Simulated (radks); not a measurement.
Task: Neutral carbon, 6 electrons, occupied as [He] 2s2 2p1 3s1 (not the ground configuration). All-electron calculation, scalar-relativistic Kohn-Sham, SCAN, spin-unpolarised, spherical densities, finite nucleus; meta-GGA in the generalised Kohn-Sham scheme; Fermi nuclear charge, rms radius 2.4702 fm. Program: a radial shooting solver on a logarithmic mesh with Libxc functionals. Some entries of the table are withheld. Estimate them.

| orbital | occ. | eigenvalue (hartree) | <r> (bohr) |
|---|---|---|---|
| 1s | 2 | (1) | 0.2696 |
| 2s | 2 | (2) | 1.469 |
| 2p | 1 | (3) | 1.543 |
| 3s | 1 | -0.07487 | (4) |

Result: 
(1) 1s eigenvalue (hartree): -10.54977
(2) 2s eigenvalue (hartree): -0.77902
(3) 2p eigenvalue (hartree): -0.42713
(4) 3s <r> (bohr): 5.905
